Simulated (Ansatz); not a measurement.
A run for Ansatz (a first-principles code): R-CCSD(T)/cc-pV(D+d)Z on BH3S (SMILES BS), a point of a torsion scan. Files ending in .json are basis or fitting sets from the Basis Set Exchange.

Ansatz 0.2 input:
```yaml
crystal:
  periodic: [false, false, false]
  atoms:
    - {symbol: B, position_ang: [-0.57299428, -0.00831324, -0.09994972]}
    - {symbol: S, position_ang: [1.09799036, -0.42569719, 0.34714806]}
    - {symbol: H, position_ang: [-1.36900979, -0.84459300, -0.27157999]}
    - {symbol: H, position_ang: [-0.92943490, 1.05600808, 0.23263494]}
    - {symbol: H, position_ang: [1.40085781, -1.18331535, -0.70348127]}
basis:
  gaussian:
    orbitals: cc-pV_D+d_Z.json
magnetization: {spin_polarized: false}
correlation: {method: ccsd_t, electrons: outside_noble_gas}
scf: {lower_state_search: off}
```

Output:

```
WARN ansatz: RAYON_NUM_THREADS=1 ignored (pool sized by the plan → 1); use --threads N
Functional definition: HF
these checks for a lower state are left out or cut short: stability, starts, cluster_reference, orbital_swaps, neighbouring_geometries, increment
integrals: 0.02 GiB planned
491 factors; integrals over basis functions are off by at most 8.3e-4 eV
mean field: 0.08 GiB planned
mean field evaluation 1: about -11535.7404 eV, gradient 1.3e1 eV
mean field evaluation 2: about -11535.7420 eV, gradient 1.3e1 eV
mean field evaluation 4: about -11536.5440 eV, gradient 1.4e0 eV
mean field evaluation 8: about -11536.5540 eV, gradient 1.2e-3 eV
mean field -11536.55400392 eV, -423.9605398867 hartree, gradient 5.2e-6 eV, S^2 0.000000; 0 other end points of the search recorded, 0 dependent functions left out
6 core orbitals not correlated
reference -11536.55400392 eV, -423.9605398867 hartree; 6, 6 occupied and 40, 40 virtual orbitals, 491 factors
second order -6.10318674 eV of doubles, -0.00000000 eV of singles
coupled cluster: 0.08 GiB planned
cycle   1  -6.78782440 eV  change   -6.8e-1 eV  update   6.7e-2
cycle   2  -7.02821571 eV  change   -2.4e-1 eV  update   2.2e-2
cycle   3  -7.06077299 eV  change   -3.3e-2 eV  update   1.2e-2
cycle   4  -7.05798171 eV  change    2.8e-3 eV  update   5.8e-3
cycle   5  -7.05705647 eV  change    9.3e-4 eV  update   2.2e-3
cycle   6  -7.05733373 eV  change   -2.8e-4 eV  update   6.8e-4
cycle   7  -7.05750490 eV  change   -1.7e-4 eV  update   2.6e-4
cycle   8  -7.05752919 eV  change   -2.4e-5 eV  update   9.7e-5
cycle   9  -7.05750889 eV  change    2.0e-5 eV  update   2.9e-5
cycle  10  -7.05751685 eV  change   -8.0e-6 eV  update   1.0e-5
perturbative correction -0.19924240 eV, -0.0073220231 hartree
Total energy: -11543.81076316 eV, -424.2272208702 hartree
Checks for a lower state left out: stability, starts, cluster_reference, orbital_swaps, neighbouring_geometries, increment
```

Self-consistency was reached.

Cost: very roughly 0.7 core-seconds.
